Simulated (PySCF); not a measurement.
Al(H)2(SMe) (CH₅AlS), SMILES C[S][AlH2]. Heavy atoms are numbered as in [AlH2:1][S:4][CH3:5]. Hydrogens are named by the atom that carries them.

The structure is a stationary point at PBE0-D3(BJ)/def2-TZVP.

Method: PBE0/pcSseg-1 (PySCF).

GIAO shieldings, no solvent; atoms alike by connectivity are averaged. δ = σ(ref) − σ: ¹H against TMS (σ = 31.56 ppm); ³³S against H2S (σ = 716.7 ppm); ¹³C against TMS (σ = 186.3 ppm), references at their B3LYP-D3(BJ)/def2-TZVP geometries, non-relativistic.

Computed chemical shifts:
```csv
nucleus,atoms,count,δ (ppm)
¹H,H on Al1,2,5.38
¹H,H on C5,3,2.43
³³S,S4,1,155.3
¹³C,C5 (CH3),1,16.9
```
